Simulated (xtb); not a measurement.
C₂Cl₃, SMILES Cl[C]=C(Cl)Cl (connectivity only; charge and spin as stated), charge +1, multiplicity 1. All values are semi-empirical tight-binding results from xtb (GFN2-xTB unless named), good for trends rather than for accurate numbers. Coordinates come from a GFN2-xTB optimisation. The spin state was assumed, not searched. The isomer is the one that the SMILES or the coordinates give; other isomers of the formula were not compared.

Optimised geometry:

```xyz
5

Cl     0.3776     2.3566     0.0000
C      0.2944     0.8052     0.0000
C      0.1128    -0.4825     0.0000
Cl    -1.6494    -0.6599     0.0000
Cl     1.1281    -1.8107     0.0000
```
Charge +1, spin multiplicity 1.

Computed properties:
```
Property                                          Value
---------------------------------------  --------------
point group as xtb finds it                          Cs
orbital gap                                     1.17 eV
zero-point energy                          7.0 kcal/mol
G − E(el) at 298.15 K (modified RRHO)    -12.8 kcal/mol
static polarisability (D4 model)             60.7 bohr³
solvation energy, GFN2-xTB/ALPB(water)   -52.4 kcal/mol
solvation energy, GFN2-xTB/ALPB(ch2cl2)  -48.7 kcal/mol
```

Q: Give the atomic charges and the Wiberg bond orders between heavy atoms. (The exact figures need the calculation; the answer reports its results.)

A: charges (e) Cl1 0.39, C2 0.14, C3 0.17, Cl4 0.16, Cl5 0.14. Bond orders Cl1–C2 1.61, C2–C3 1.77, C3–Cl4 0.89, C3–Cl5 1.13.
